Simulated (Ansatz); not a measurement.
Reaction (ligand exchange at a B–C bond): `FB(F)c1ccccc1` + HBr → `FB(F)Br` + benzene

Isolated molecules relaxed with PBE0-D4/def2-TZVP in Ansatz; ΔE leaves out vibrations. CBS: MP2 limit from def2 TZ/QZ plus the TZ coupled-cluster correction, frozen cores. For Br outer-core shells are correlated without core-valence functions, which leaves a few kJ/mol of doubt a bond. Scalar relativity is left out up to krypton. Each species was taken in one conformer, which may not be the lowest.

```tsv
species	CCSD(T)/CBS(def2) energy (Eh)
`FB(F)c1ccccc1`	-455.84539
HBr	-2573.91920
`FB(F)Br`	-2797.85348
`c1ccccc1`	-231.92526
```

(1) Work out ΔE.

Largest T1 diagnostic among the species: 0.012.

## Answers

(1) ΔE = (-2797.85348) + (-231.92526) − (-455.84539) − (-2573.91920) = -0.01415 Eh = -37.2 kJ/mol.

The D4 term adds +4.0 kJ/mol with B3LYP and +2.7 kJ/mol with PBE0; it sums over pairs of atoms, weighted by their polarisabilities, and B3LYP, whose exchange is more repulsive, gets the larger term. At CCSD(T), def2-SVP lies +5.5 kJ/mol from the extrapolated value and def2-TZVPP +1.9 kJ/mol.

B3LYP here is the variant with VWN-RPA as its local correlation; programs differ in this.
